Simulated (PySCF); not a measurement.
A ladder of Hamiltonians for Ti²⁰⁺ (titanium, charge +20)

Occupied: 1s1/2. Hartree-Fock calculated with PySCF 2.14 in an even-tempered Gaussian basis (19 s from 1.6 bohr⁻², ratio 2.3; 13 p from 1.9 bohr⁻², ratio 2.3), Gaussian nucleus throughout. NR is non-relativistic, sf-X2C the spin-free one-electron X2C Hamiltonian, X2C adds the bare one-electron spin-orbit term, X2C-SNSO screens it by Boettger's factors, DC is four-component Dirac-Coulomb, and the Gaunt and Breit terms are added at first order (total energies over the DC spinors, levels after relaxing the spinors in that mean field). QED terms are absent. Levels marked empty are virtual spinors of this ion.

```
Hamiltonian  E (hartree)  E − E(DC) (hartree)  CPU seconds
         NR    -470.3595               3.0289         0.43
     sf-X2C    -473.3208               0.0676         0.25
        X2C    -473.3208               0.0676         0.25
   X2C-SNSO    -473.3208               0.0676         0.25
         DC    -473.3884               0.0000          4.3
   DC+Gaunt    -473.2516               0.1368          7.6
   DC+Breit    -473.2516               0.1368           69
```

Q: Give the 2p spin-orbit interval with each Hamiltonian that has one.

A: X2C 8.669; X2C-SNSO 8.272; DC 8.018; DC+Gaunt 7.673; DC+Breit 7.673 (eV).

```tsv
level (eV)	NR	sf-X2C	X2C	X2C-SNSO	DC	DC+Gaunt	DC+Breit
1s1/2	-6215.5	-6253.2	-6253.2	-6253.2	-6255.0	-6251.3	-6251.3
2s1/2 (empty)	-1414.8	-1425.5	-1425.5	-1425.5	-1425.7	-1425.3	-1425.3
2p1/2 (empty)	-1375.7	-1380.0	-1385.8	-1385.5	-1385.4	-1384.7	-1384.8
2p3/2 (empty)	-1375.7	-1380.0	-1377.1	-1377.3	-1377.4	-1377.0	-1377.1
3s1/2 (empty)	-619.80	-623.49	-623.49	-623.49	-623.54	-623.43	-623.45
```

Weight of the small component: 1s1/2 0.00630, 2s1/2 0.00141, 2p1/2 0.00139, 2p3/2 0.00138, 3s1/2 0.000614.

Koopmans' value for the highest occupied level at DC+Breit: 6251.3 eV, against an ionisation energy of 6249.0 eV (theoretical estimate listed by NIST; NIST Atomic Spectra Database, ionization energies); the former lacks relaxation, correlation, QED and recoil.

The whole ladder took 83 s of wall time on 1 thread of Neoverse-N1 (shared host), launched as `OMP_NUM_THREADS=1 python relrun2.py TASK.json OUT` (a driver that calls PySCF for each Hamiltonian).
